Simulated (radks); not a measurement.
The mean radii <r> (bohr) of the occupied orbitals of an atom or ion are listed with their occupations. Method: scalar-relativistic Kohn-Sham, TASK exchange with Perdew-Wang LDA correlation, spin-polarised, spherical densities, finite nucleus; meta-GGA in the generalised Kohn-Sham scheme; Fermi nuclear charge, rms radius of each element as measured or else 0.836 A^(1/3) + 0.57 fm; computed with a radial shooting solver on a logarithmic mesh with Libxc functionals.

orbital  occ.      <r>
1s down     1  0.02459
1s up       1  0.02459
2s up       1   0.1053
2s down     1   0.1053
2p up       3  0.09244
2p down     3  0.09244
3s up       1   0.2787
3s down     1   0.2787
3p up       3   0.2767
3p down     3   0.2767
3d up       5   0.2537
3d down     5   0.2536
4s up       1   0.6392
4s down     1   0.6393
4p up       3   0.6763
4p down     3   0.6764
4d up       5   0.7454
4d down     5   0.7454
5s up       1    1.545
5s down     1    1.533
5p up       3    1.789
5p down     3    1.760
4f up       1    1.115
5d up       2    2.680

Name the element and its charge. Open shells, if any, are filled with parallel spins first.

Answer. Z = 58, cerium, charge +1: Ce+ in [Xe] 4f1 5d2. The 1s radius gives Z: for a bare nucleus <r> = (2 gamma + 1)/(2Z) with gamma = sqrt(1 - (Z/c)^2), 0.02424 bohr for Z = 58, and screening makes it slightly larger (0.02459 here). The occupations add up to 57, and the charge is Z minus that.
